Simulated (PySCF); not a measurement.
Cl₂Hg, singlet, at a GFN2-xTB geometry (such geometries of metal compounds can be far from the true shape) (core potentials on Hg); SA2-CASSCF(6,5)/def2-SVP (PySCF).

Here is a job for PySCF.
```python
from pyscf import gto, scf, mcscf
import numpy

mol = gto.M(
    atom='''
Hg    0.00000000    0.00000000    0.00000000
Cl   -0.00000000   -0.00000000   -2.30127141
Cl    0.00000000    0.00000000    2.30127141
''',
    basis='def2-svp',
    ecp={'Hg': 'def2-svp'},
    verbose=4,
)

mf = scf.RHF(mol)
mf.kernel()
mc = mcscf.CASSCF(mf, 5, 6)
mc.fix_spin_(ss=0.0)
mc = mc.state_average_([0.5, 0.5])
mc.kernel()
```

What the program printed (banner, timings and long lists left out):

```
PySCF version 2.14.0

[INPUT] verbose = 4
[INPUT] num. atoms = 3
[INPUT] num. electrons = 54
[INPUT] charge = 0
[INPUT] spin (= nelec alpha-beta = 2S) = 0
[INPUT] symmetry False subgroup None
[INPUT] Mole.unit = angstrom
[INPUT] Symbol           X                Y                Z      unit          X                Y                Z       unit  Magmom
[...]
nuclear repulsion = 189.593721326221
number of shells = 28
number of NR pGTOs = 129
number of NR cGTOs = 68
basis = def2-svp
ecp = {'Hg': 'def2-svp'}

******** <class 'pyscf.scf.hf.RHF'> ********
method = RHF
initial guess = minao
damping factor = 0
level_shift factor = 0
DIIS = <class 'pyscf.scf.diis.CDIIS'>
diis_start_cycle = 1
diis_space = 8
diis_damp = 0
SCF conv_tol = 1e-09
SCF conv_tol_grad = None
SCF max_cycles = 50
direct_scf = True
direct_scf_tol = 1e-13
Set gradient conv threshold to 3.16228e-05
Initial guess from minao.
init E= -1059.13605679866
[...]
cycle= 1 E= -1070.88352046935  delta_E= -11.7  |g|= 1.37  |ddm|= 16.5
[...]
cycle= 2 E= -1071.14237285705  delta_E= -0.259  |g|= 0.869  |ddm|=  3.1
[...]
cycle= 3 E= -1071.28879476369  delta_E= -0.146  |g|= 0.0523  |ddm|= 0.922
[...]
cycle= 4 E= -1071.29043957857  delta_E= -0.00164  |g|= 0.017  |ddm|= 0.148
[...]
cycle= 5 E= -1071.290670791  delta_E= -0.000231  |g|= 0.00509  |ddm|= 0.0536
[...]
cycle= 6 E= -1071.29069661672  delta_E= -2.58e-05  |g|= 0.00123  |ddm|= 0.0202
[...]
cycle= 7 E= -1071.29069812257  delta_E= -1.51e-06  |g|= 0.00019  |ddm|= 0.00458
[...]
cycle= 8 E= -1071.29069815077  delta_E= -2.82e-08  |g|= 5.17e-05  |ddm|= 0.000695
[...]
cycle= 9 E= -1071.29069815279  delta_E= -2.01e-09  |g|= 1.5e-05  |ddm|= 0.000208
[...]
cycle= 10 E= -1071.29069815296  delta_E= -1.78e-10  |g|= 2.33e-06  |ddm|= 7.28e-05
[...]
Extra cycle  E= -1071.29069815297  delta_E= -2.27e-12  |g|= 8.93e-07  |ddm|= 4.95e-06
converged SCF energy = -1071.29069815297

******** <class 'pyscf.mcscf.addons.StateAverageCASSCF'> ********
CAS (3e+3e, 5o), ncore = 24, nvir = 39
max_cycle_macro = 50
max_cycle_micro = 4
conv_tol = 1e-07
conv_tol_grad = None
orbital rotation max_stepsize = 0.02
orbital rotation threshold for CI restart = 0.01
augmented hessian ah_max_cycle = 30
augmented hessian ah_conv_tol = 1e-12
augmented hessian ah_linear dependence = 1e-14
augmented hessian ah_level shift = 1e-08
augmented hessian ah_start_tol = 2.5
augmented hessian ah_start_cycle = 3
augmented hessian ah_grad_trust_region = 3
kf_trust_region = 3
kf_interval = 4
ci_response_space = 4
ci_grad_trust_region = 3
with_dep4 0
natorb = False
canonicalization = True
sorting_mo_energy = False
ao2mo_level = 2
internal_rotation = False
******** <class 'pyscf.mcscf.addons.StateAverageSpinPenaltyFCISolver'> ********
max. cycles = 50
conv_tol = 1e-08
davidson only = True
linear dependence = 1e-12
level shift = 0.001
max iter space = 12
nroots = 2
pspace_size = 400
spin = None
State-average over 2 states with weights [0.5, 0.5]
CASCI E = -1071.16844739643  S^2 = 0.0000000
Set conv_tol_grad to 0.000316228
macro iter   1 ( 21 JK    4 micro), CASSCF E = -1071.17714717530  dE = -8.69977887e-03  S^2 = 0.0000000
               |grad[o]|=0.109  |ddm|=0.0193  |maxRot[o]|=0.197
macro iter   2 ( 21 JK    4 micro), CASSCF E = -1071.17777110215  dE = -6.23926858e-04  S^2 = 0.0000000
               |grad[o]|=0.034  |ddm|=0.0302  |maxRot[o]|=0.307
macro iter   3 ( 20 JK    4 micro), CASSCF E = -1071.17802752344  dE = -2.56421288e-04  S^2 = 0.0000000
               |grad[o]|=0.0139  |ddm|=0.0138  |maxRot[o]|=0.183
macro iter   4 ( 21 JK    4 micro), CASSCF E = -1071.17802602533  dE =  1.49811035e-06  S^2 = 0.0000000
               |grad[o]|=0.00325  |ddm|=0.0094  |maxRot[o]|=0.205
macro iter   5 ( 21 JK    4 micro), CASSCF E = -1071.17806479283  dE = -3.87674986e-05  S^2 = 0.0000000
               |grad[o]|=0.00701  |ddm|=8.64e-05  |maxRot[o]|=0.0336
macro iter   6 ( 21 JK    4 micro), CASSCF E = -1071.17808127261  dE = -1.64797780e-05  S^2 = 0.0000000
               |grad[o]|=0.00543  |ddm|=0.000726  |maxRot[o]|=0.051
macro iter   7 ( 21 JK    4 micro), CASSCF E = -1071.17809775784  dE = -1.64852295e-05  S^2 = 0.0000000
               |grad[o]|=0.00343  |ddm|=0.00147  |maxRot[o]|=0.0676
macro iter   8 ( 21 JK    4 micro), CASSCF E = -1071.17810694452  dE = -9.18668684e-06  S^2 = 0.0000000
               |grad[o]|=0.00283  |ddm|=0.00162  |maxRot[o]|=0.0172
macro iter   9 ( 21 JK    4 micro), CASSCF E = -1071.17811549498  dE = -8.55045982e-06  S^2 = 0.0000000
               |grad[o]|=0.00207  |ddm|=0.00189  |maxRot[o]|=0.0456
macro iter  10 ( 21 JK    4 micro), CASSCF E = -1071.17813053344  dE = -1.50384601e-05  S^2 = 0.0000000
               |grad[o]|=0.00184  |ddm|=0.00403  |maxRot[o]|=0.0263
macro iter  11 ( 21 JK    4 micro), CASSCF E = -1071.17833323239  dE = -2.02698945e-04  S^2 = 0.0000000
               |grad[o]|=0.00193  |ddm|=0.0146  |maxRot[o]|=0.0726
macro iter  12 ( 21 JK    4 micro), CASSCF E = -1071.17962045423  dE = -1.28722184e-03  S^2 = 0.0000000
               |grad[o]|=0.00357  |ddm|=0.0306  |maxRot[o]|=0.173
macro iter  13 ( 21 JK    4 micro), CASSCF E = -1071.18103718042  dE = -1.41672619e-03  S^2 = 0.0000000
               |grad[o]|=0.0071  |ddm|=0.0191  |maxRot[o]|=0.151
macro iter  14 ( 21 JK    4 micro), CASSCF E = -1071.18206009738  dE = -1.02291696e-03  S^2 = 0.0000000
               |grad[o]|=0.00716  |ddm|=0.0178  |maxRot[o]|=0.141
macro iter  15 ( 21 JK    4 micro), CASSCF E = -1071.18219485975  dE = -1.34762367e-04  S^2 = 0.0000000
               |grad[o]|=0.00487  |ddm|=0.00313  |maxRot[o]|=0.0257
macro iter  16 ( 21 JK    4 micro), CASSCF E = -1071.18228814682  dE = -9.32870787e-05  S^2 = 0.0000000
               |grad[o]|=0.00429  |ddm|=0.0039  |maxRot[o]|=0.0197
macro iter  17 ( 21 JK    4 micro), CASSCF E = -1071.18263959146  dE = -3.51444639e-04  S^2 = 0.0000000
               |grad[o]|=0.00376  |ddm|=0.00602  |maxRot[o]|=0.137
[...]
macro iter  19 ( 21 JK    4 micro), CASSCF E = -1071.18718911624  dE = -3.31897965e-03  S^2 = 0.0000000
               |grad[o]|=0.0176  |ddm|=0.0592  |maxRot[o]|=0.175
macro iter  20 ( 21 JK    4 micro), CASSCF E = -1071.19077400818  dE = -3.58489194e-03  S^2 = 0.0000000
               |grad[o]|=0.0276  |ddm|=0.0687  |maxRot[o]|=0.141
macro iter  21 ( 21 JK    4 micro), CASSCF E = -1071.19416529690  dE = -3.39128872e-03  S^2 = 0.0000000
               |grad[o]|=0.0249  |ddm|=0.0466  |maxRot[o]|=0.211
macro iter  22 ( 21 JK    4 micro), CASSCF E = -1071.19559611279  dE = -1.43081589e-03  S^2 = 0.0000000
               |grad[o]|=0.0196  |ddm|=0.0251  |maxRot[o]|=0.0921
macro iter  23 ( 21 JK    4 micro), CASSCF E = -1071.19625420370  dE = -6.58090911e-04  S^2 = 0.0000000
               |grad[o]|=0.00861  |ddm|=0.0152  |maxRot[o]|=0.104
macro iter  24 ( 21 JK    4 micro), CASSCF E = -1071.19641324799  dE = -1.59044283e-04  S^2 = 0.0000000
               |grad[o]|=0.00395  |ddm|=0.00987  |maxRot[o]|=0.0854
macro iter  25 ( 17 JK    4 micro), CASSCF E = -1071.19641196701  dE =  1.28097145e-06  S^2 = 0.0000000
               |grad[o]|=0.00336  |ddm|=0.0113  |maxRot[o]|=0.0866
macro iter  26 ( 21 JK    4 micro), CASSCF E = -1071.19650342348  dE = -9.14564628e-05  S^2 = 0.0000000
               |grad[o]|=0.00294  |ddm|=0.00183  |maxRot[o]|=0.0309
macro iter  27 ( 17 JK    4 micro), CASSCF E = -1071.19659722931  dE = -9.38058295e-05  S^2 = 0.0000000
               |grad[o]|=0.00164  |ddm|=0.00384  |maxRot[o]|=0.0474
macro iter  28 (  7 JK    2 micro), CASSCF E = -1071.19666296913  dE = -6.57398234e-05  S^2 = 0.0000000
               |grad[o]|=0.000972  |ddm|=0.00173  |maxRot[o]|=0.051
macro iter  29 (  7 JK    2 micro), CASSCF E = -1071.19672413539  dE = -6.11662617e-05  S^2 = 0.0000000
               |grad[o]|=0.000814  |ddm|=0.0029  |maxRot[o]|=0.0582
macro iter  30 (  7 JK    2 micro), CASSCF E = -1071.19681988638  dE = -9.57509853e-05  S^2 = 0.0000000
               |grad[o]|=0.00104  |ddm|=0.00237  |maxRot[o]|=0.0648
macro iter  31 (  7 JK    2 micro), CASSCF E = -1071.19698885424  dE = -1.68967863e-04  S^2 = 0.0000000
               |grad[o]|=0.00111  |ddm|=0.00145  |maxRot[o]|=0.0672
macro iter  32 (  7 JK    2 micro), CASSCF E = -1071.19723587577  dE = -2.47021531e-04  S^2 = 0.0000000
               |grad[o]|=0.00176  |ddm|=0.00124  |maxRot[o]|=0.0685
macro iter  33 (  7 JK    2 micro), CASSCF E = -1071.19756519610  dE = -3.29320328e-04  S^2 = 0.0000000
               |grad[o]|=0.00248  |ddm|=0.00198  |maxRot[o]|=0.0692
macro iter  34 (  7 JK    2 micro), CASSCF E = -1071.19796450177  dE = -3.99305675e-04  S^2 = 0.0000000
               |grad[o]|=0.00309  |ddm|=0.0028  |maxRot[o]|=0.0695
macro iter  35 ( 21 JK    4 micro), CASSCF E = -1071.19854970126  dE = -5.85199484e-04  S^2 = 0.0000000
               |grad[o]|=0.00354  |ddm|=0.0107  |maxRot[o]|=0.0935
macro iter  36 (  7 JK    2 micro), CASSCF E = -1071.19917127558  dE = -6.21574324e-04  S^2 = 0.0000000
               |grad[o]|=0.00817  |ddm|=0.00635  |maxRot[o]|=0.0675
macro iter  37 ( 21 JK    4 micro), CASSCF E = -1071.19916636756  dE =  4.90801949e-06  S^2 = 0.0000000
               |grad[o]|=0.00489  |ddm|=0.00317  |maxRot[o]|=0.0466
macro iter  38 ( 21 JK    4 micro), CASSCF E = -1071.19954821505  dE = -3.81847484e-04  S^2 = 0.0000000
               |grad[o]|=0.00456  |ddm|=0.00197  |maxRot[o]|=0.0584
macro iter  39 ( 21 JK    4 micro), CASSCF E = -1071.19981870357  dE = -2.70488528e-04  S^2 = 0.0000000
               |grad[o]|=0.00352  |ddm|=0.00288  |maxRot[o]|=0.0779
macro iter  40 (  7 JK    2 micro), CASSCF E = -1071.20014486594  dE = -3.26162364e-04  S^2 = 0.0000000
               |grad[o]|=0.00273  |ddm|=0.00216  |maxRot[o]|=0.0482
macro iter  41 (  7 JK    2 micro), CASSCF E = -1071.20036552413  dE = -2.20658187e-04  S^2 = 0.0000000
               |grad[o]|=0.00195  |ddm|=0.00204  |maxRot[o]|=0.0601
macro iter  42 (  7 JK    2 micro), CASSCF E = -1071.20047779533  dE = -1.12271201e-04  S^2 = 0.0000000
               |grad[o]|=0.00139  |ddm|=0.00224  |maxRot[o]|=0.0584
macro iter  43 ( 21 JK    4 micro), CASSCF E = -1071.20049590684  dE = -1.81115161e-05  S^2 = 0.0000000
               |grad[o]|=0.000848  |ddm|=0.00192  |maxRot[o]|=0.0303
macro iter  44 ( 12 JK    3 micro), CASSCF E = -1071.20040475211  dE =  9.11547363e-05  S^2 = 0.0000000
               |grad[o]|=0.000549  |ddm|=0.00144  |maxRot[o]|=0.051
macro iter  45 ( 21 JK    4 micro), CASSCF E = -1071.20046023915  dE = -5.54870444e-05  S^2 = 0.0000000
               |grad[o]|=0.00136  |ddm|=0.00207  |maxRot[o]|=0.0871
macro iter  46 ( 12 JK    3 micro), CASSCF E = -1071.20050876057  dE = -4.85214243e-05  S^2 = 0.0000000
               |grad[o]|=0.00135  |ddm|=0.00163  |maxRot[o]|=0.0694
macro iter  47 ( 14 JK    4 micro), CASSCF E = -1071.20051054644  dE = -1.78586674e-06  S^2 = 0.0000000
               |grad[o]|=0.00144  |ddm|=0.000266  |maxRot[o]|=0.0365
macro iter  48 ( 17 JK    4 micro), CASSCF E = -1071.20047087736  dE =  3.96690775e-05  S^2 = 0.0000000
               |grad[o]|=0.000575  |ddm|=0.00168  |maxRot[o]|=0.0744
macro iter  49 ( 12 JK    3 micro), CASSCF E = -1071.20051007249  dE = -3.91951246e-05  S^2 = 0.0000000
               |grad[o]|=0.00124  |ddm|=0.000381  |maxRot[o]|=0.0386
macro iter  50 ( 17 JK    4 micro), CASSCF E = -1071.20050463580  dE =  5.43668807e-06  S^2 = 0.0000000
               |grad[o]|=0.000716  |ddm|=0.000932  |maxRot[o]|=0.0492
1-step CASSCF not converged,  50 macro (845 JK 175 micro) steps
CASSCF canonicalization
Density matrix diagonal elements [1.8808212  1.89654128 1.67870927 0.53321724 0.01071102]
CASSCF energy = -1071.20050463580
CASCI E = -1071.20050463580  E(CI) = -10.2375521458277  S^2 = 0.0000000
CASCI state-averaged energy = -1071.2005046358
CASCI energy for each state
  State 0 weight 0.5  E = -1071.30215963881 S^2 = 0.0000000
  State 1 weight 0.5  E = -1071.09884963279 S^2 = 0.0000000
```

The run did not converge; its last values are not results.
